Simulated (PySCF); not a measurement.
Compound: H7NOSi2Te.
Atom-mapped SMILES: `[NH2:1][Si@@H:2]([TeH:3])[O:4][SiH3:5]` (hydrogens: H6, H7 on N1; H8 on Si2; H9 on Te3; H10, H11, H12 on Si5)

Method: PBE0-D3(BJ)/def2-SVP geometry optimisation, gas phase, def2 core potentials past Kr in PySCF; density fitting, grid level 1; the optimiser is geomeTRIC in internal coordinates, started from a GFN2-xTB structure with every atom displaced at random (about 0.01 Å).

Step 1: E = -26684.9057 eV
```
atom  x, y, z in Å  |  force x, y, z in eV/Å
N1      1.5932   -1.3493   -0.2576   -0.156  -0.182   0.102
Si2     0.8074   -0.1323    0.6684   -0.481  -0.013  -0.246
Te3     1.5596    2.0725   -0.2497    0.023   0.056   0.013
O4     -0.8652   -0.1280    0.5503    0.518  -0.006   0.169
Si5    -2.2834    0.3215   -0.1723    0.026  -0.023  -0.126
H6      1.3022   -2.3173   -0.1144    0.187   0.152  -0.017
H7      1.8110   -1.1737   -1.2338   -0.087   0.020   0.051
H8      1.1246   -0.3115    2.1078   -0.060  -0.044  -0.031
H9      3.1565    1.6176   -0.1238   -0.010  -0.004   0.001
H10    -3.4305   -0.2007    0.6225    0.021  -0.005   0.039
H11    -2.3645   -0.2389   -1.5587    0.011   0.026   0.048
H12    -2.3721    1.8107   -0.2477    0.008   0.022  -0.002
```

Step 2: E = -26684.9216 eV
```
atom  x, y, z in Å  |  force x, y, z in eV/Å
N1      1.5894   -1.3530   -0.2606   -0.069  -0.011   0.010
Si2     0.7981   -0.1373    0.6568   -0.223   0.006  -0.082
Te3     1.5463    2.0820   -0.2421    0.003  -0.009   0.014
O4     -0.8638   -0.1320    0.5522    0.236   0.001   0.085
Si5    -2.2766    0.3248   -0.1746   -0.029   0.014  -0.060
H6      1.3452   -2.3274   -0.1032    0.107   0.020   0.033
H7      1.7850   -1.1778   -1.2401   -0.043  -0.001  -0.023
H8      1.1082   -0.3260    2.0943   -0.006  -0.029   0.014
H9      3.1426    1.6289   -0.1131    0.004  -0.003  -0.003
H10    -3.4202   -0.1797    0.6372    0.009   0.006   0.011
H11    -2.3663   -0.2472   -1.5527    0.004   0.006   0.007
H12    -2.3490    1.8153   -0.2633    0.006   0.000  -0.005
```

Step 3: E = -26684.9349 eV
```
atom  x, y, z in Å  |  force x, y, z in eV/Å
N1      1.5832   -1.3485   -0.2726   -0.013   0.143  -0.116
Si2     0.7805   -0.1498    0.6524    0.189  -0.020   0.101
Te3     1.5122    2.0856   -0.2184    0.015  -0.010  -0.003
O4     -0.8682   -0.1417    0.5669   -0.190   0.002   0.000
Si5    -2.2677    0.3314   -0.1782   -0.035   0.038  -0.003
H6      1.4416   -2.3340   -0.0841    0.038  -0.079   0.080
H7      1.7273   -1.1766   -1.2615   -0.008  -0.036  -0.030
H8      1.1031   -0.3584    2.0853    0.013  -0.023   0.010
H9      3.1110    1.6358   -0.1047   -0.005   0.000  -0.009
H10    -3.4190   -0.1248    0.6506   -0.003   0.009  -0.011
H11    -2.3655   -0.2694   -1.5411   -0.004  -0.015  -0.017
H12    -2.2996    1.8212   -0.3037    0.002  -0.009  -0.003
```

Problem. Estimate the geometry and energy of step 4. (The exact step hangs on the optimiser's Hessian estimate; all steps are aligned on step 3, rigid shifts and turns removed.)

Solution. E = -26684.9434 eV, largest force 0.381 eV/Å
```
atom  x, y, z in Å  |  force x, y, z in eV/Å
N1      1.5772   -1.3393   -0.2866   -0.025   0.159  -0.146
Si2     0.7674   -0.1628    0.6583    0.359  -0.009   0.128
Te3     1.4823    2.0889   -0.1890   -0.010  -0.009   0.000
O4     -0.8779   -0.1514    0.5861   -0.341  -0.004  -0.024
Si5    -2.2623    0.3372   -0.1815    0.000   0.035   0.013
H6      1.5320   -2.3273   -0.0694    0.014  -0.076   0.089
H7      1.6731   -1.1773   -1.2830    0.012  -0.047  -0.022
H8      1.1099   -0.3974    2.0831    0.003  -0.020   0.004
H9      3.0822    1.6398   -0.1061    0.008  -0.006  -0.011
H10    -3.4274   -0.0658    0.6547   -0.008   0.007  -0.014
H11    -2.3656   -0.2973   -1.5282   -0.009  -0.020  -0.017
H12    -2.2520    1.8233   -0.3477   -0.002  -0.008   0.000
```

The energy changes by -0.0085 eV. The first-order estimate −F·Δx gives -0.0100 eV and the mean of the old and new forces, exact on a quadratic surface, -0.0081 eV. The step makes an angle of 80° with the force vector and moves no atom by more than 0.092 Å.

The cost below is that of the whole optimisation. Hardware: one thread, Arm Neoverse V1 (aarch64) (shared host). Cost: 76 s wall, 0.54 GiB resident at most.
